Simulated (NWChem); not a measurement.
System: CH3Be cation; SMILES [Be+][CH3]

Input file for NWChem:

```
start job
memory heap 200 mb stack 900 mb global 1100 mb
charge 1
geometry units angstroms noautosym nocenter noautoz
  Be     0.000000     0.000000    -1.192022
  C      0.000000     0.000000     0.459029
  H      0.734188     0.734188     0.837881
  H      0.268731    -1.002919     0.837881
  H     -1.002919     0.268731     0.837881
end
basis spherical
  * library 6-31+g*
end
dft
  xc b3lyp
  iterations 150
end
tddft
  cis
  nroots 6
  notriplet
end
task tddft energy
```

Excerpt of the output:

```
             Northwest Computational Chemistry Package (NWChem) 7.3.0
             --------------------------------------------------------

                             Geometry "geometry" -> ""
                             -------------------------

 Output coordinates in angstroms (scale by  1.889725989 to convert to a.u.)

  No.       Tag          Charge          X              Y              Z
 ---- ---------------- ---------- -------------- -------------- --------------
    1 Be                   4.0000     0.00000000     0.00000000    -1.19202200
    2 C                    6.0000     0.00000000     0.00000000     0.45902900
    3 H                    1.0000     0.73418800     0.73418800     0.83788100
    4 H                    1.0000     0.26873100    -1.00291900     0.83788100
    5 H                    1.0000    -1.00291900     0.26873100     0.83788100

 Effective nuclear repulsion energy (a.u.)      19.9781566878

                                 NWChem DFT Module
                                 -----------------

 Summary of "ao basis" -> "ao basis" (spherical)
 ------------------------------------------------------------------------------
       Tag                 Description            Shells   Functions and Types
 ---------------- ------------------------------  ------  ---------------------
 Be                         6-31+g*                  8       18   4s3p1d
 C                          6-31+g*                  8       18   4s3p1d
 H                          6-31+g*                  2        2   2s

            General Information
            -------------------
          SCF calculation type: DFT
          Wavefunction type:  closed shell.
          No. of atoms     :     5
          No. of electrons :    12
           Alpha electrons :     6
            Beta electrons :     6
          Charge           :     1
          Spin multiplicity:     1
          Use of symmetry is: off; symmetry adaption is: off
          Maximum number of iterations: 150
          AO basis - number of functions:    42
                     number of shells:    22
          Convergence on energy requested:  1.00D-06
          Convergence on density requested:  1.00D-05
          Convergence on gradient requested:  5.00D-04

              XC Information
              --------------
                         B3LYP Method XC Potential
                     Hartree-Fock (Exact) Exchange  0.200
                        Slater Exchange Functional  0.800 local
                    Becke 1988 Exchange Functional  0.720 non-local
              Lee-Yang-Parr Correlation Functional  0.810
                  VWN I RPA Correlation Functional  0.190 local

             Grid Information
             ----------------
          Grid used for XC integration:  medium
          Radial quadrature: Mura-Knowles
          Angular quadrature: Lebedev.
          Tag              B.-S. Rad. Rad. Pts. Rad. Cut. Ang. Pts.
          ---              ---------- --------- --------- ---------
          Be                  1.05       49          11.0       434
          C                   0.70       49          12.0       434
          H                   0.35       45          10.0       434
          Grid pruning is: on
          Number of quadrature shells:   233
          Spatial weights used:  Erf1

      Superposition of Atomic Density Guess
      -------------------------------------

 Sum of atomic energies:         -53.72778554

 Renormalizing density from      13.00 to     12

      Non-variational initial energy
      ------------------------------

 Total energy =     -51.281481
 1-e energy   =    -101.478128
 2-e energy   =      30.218491
 HOMO         =      -0.853201
 LUMO         =      -0.417313

   convergence    iter        energy       DeltaE   RMS-Dens  Diis-err
 ---------------- ----- ----------------- --------- --------- ---------
 d= 0,ls=0.0,diis     1    -54.1440409826 -7.41D+01  3.49D-02  1.34D+00
 d= 0,ls=0.0,diis     2    -53.8126679769  3.31D-01  2.79D-02  2.56D+00
 d= 0,ls=0.0,diis     3    -54.2936736642 -4.81D-01  5.54D-03  6.61D-02
 d= 0,ls=0.0,diis     4    -54.3062569047 -1.26D-02  5.24D-04  2.60D-04
 d= 0,ls=0.0,diis     5    -54.3063090673 -5.22D-05  1.42D-04  6.78D-05
  Resetting Diis
 d= 0,ls=0.0,diis     6    -54.3063183828 -9.32D-06  2.70D-05  2.01D-06
 d= 0,ls=0.0,diis     7    -54.3063187304 -3.48D-07  7.64D-06  4.61D-08

         Total DFT energy =      -54.306318730368
      One electron energy =     -108.271450441016
           Coulomb energy =       43.119398425335
    Exchange-Corr. energy =       -9.132423402496
 Nuclear repulsion energy =       19.978156687809

[...]

                                NWChem TDDFT Module
                                -------------------

            General Information
            -------------------
           No. of orbitals :      84
            Alpha orbitals :      42
             Beta orbitals :      42
        Alpha frozen cores :       0
         Beta frozen cores :       0
     Alpha frozen virtuals :       0
      Beta frozen virtuals :       0
         Spin multiplicity :       1
    Number of AO functions :      42
        Use of symmetry is : off
      Symmetry adaption is : off
         Schwarz screening :  0.10D-07

              XC Information
              --------------
                  B3LYP Method XC Potential
              Hartree-Fock (Exact) Exchange   0.20
                 Slater Exchange Functional   0.80 local
             Becke 1988 Exchange Functional   0.72 non-local
       Lee-Yang-Parr Correlation Functional   0.81
           VWN I RPA Correlation Functional   0.19 local

             TDDFT Information
             -----------------
          Calculation type : Tamm-Dancoff TDDFT
         Wavefunction type : Restricted singlets
          No. of electrons :      12
           Alpha electrons :       6
            Beta electrons :       6
              No. of roots :       6
          Max subspacesize :    5200
            Max iterations :     100
               Target root :       1
           Target symmetry : none
      Symmetry restriction : off
                 Algorithm : Optimal
        Davidson threshold :  0.10D-03

    6 smallest eigenvalue differences (eV)
--------------------------------------------------------
  No. Spin  Occ  Vir  Irrep   E(Occ)    E(Vir)   E(Diff)
--------------------------------------------------------
    1    1    6    7 a        -0.560    -0.379     4.917
    2    1    5    7 a        -0.614    -0.379     6.377
    3    1    4    7 a        -0.614    -0.379     6.377
    4    1    6    8 a        -0.560    -0.272     7.838
    5    1    6    9 a        -0.560    -0.272     7.838
    6    1    5    8 a        -0.614    -0.272     9.297
--------------------------------------------------------

  Entering Davidson iterations
  Restricted singlet excited states

  Iter   NTrls   NConv    DeltaV     DeltaE      Time
  ----  ------  ------  ---------  ---------  ---------
    1      6       0     0.12E+00   0.10+100        1.4
    2     12       0     0.24E-01   0.30E-01        1.4
    3     18       0     0.29E-02   0.91E-03        1.4
    4     24       3     0.43E-03   0.14E-04        1.4
    5     27       6     0.33E-04   0.15E-06        1.1
  ----  ------  ------  ---------  ---------  ---------
  Convergence criterion met

  Ground state a         -54.306318730368 a.u.

  ----------------------------------------------------------------------------
  Root   1 singlet a              0.164531406 a.u.                4.4771 eV
  ----------------------------------------------------------------------------
     Transition Moments    X -0.00000   Y -0.00000   Z -1.31553
     Dipole Oscillator Strength                    0.1898262457
     Electric Quadrupole                           0.0000000722
     Magnetic Dipole                               0.0000000000
     Total Oscillator Strength                     0.1898263179

     Occ.    4  a   ---  Virt.    9  a        0.10697
     Occ.    5  a   ---  Virt.    8  a        0.10697
     Occ.    6  a   ---  Virt.    7  a       -0.97992
     Occ.    6  a   ---  Virt.   20  a       -0.05095
  ----------------------------------------------------------------------------
  Root   2 singlet a              0.190644017 a.u.                5.1877 eV
  ----------------------------------------------------------------------------
     Transition Moments    X -0.18688   Y  0.18692   Z -0.00000
     Dipole Oscillator Strength                    0.0088789943
     Electric Quadrupole                           0.0000000018
     Magnetic Dipole                               0.0000000430
     Total Oscillator Strength                     0.0088790392

     Occ.    5  a   ---  Virt.    7  a       -0.99917
  ----------------------------------------------------------------------------
  Root   3 singlet a              0.190644130 a.u.                5.1877 eV
  ----------------------------------------------------------------------------
     Transition Moments    X -0.18692   Y -0.18688   Z  0.00000
     Dipole Oscillator Strength                    0.0088789728
     Electric Quadrupole                           0.0000000018
     Magnetic Dipole                               0.0000000430
     Total Oscillator Strength                     0.0088790177

     Occ.    4  a   ---  Virt.    7  a       -0.99917
  ----------------------------------------------------------------------------
  Root   4 singlet a              0.254696082 a.u.                6.9306 eV
  ----------------------------------------------------------------------------
     Transition Moments    X  0.71148   Y -0.71185   Z -0.00000
     Dipole Oscillator Strength                    0.1719945675
     Electric Quadrupole                           0.0000003945
     Magnetic Dipole                               0.0000000083
     Total Oscillator Strength                     0.1719949703

[...]
```

Level: B3LYP/6-31+G* (spherical d), TDA. Geometry: optimised at PBE0/def2-SVP.
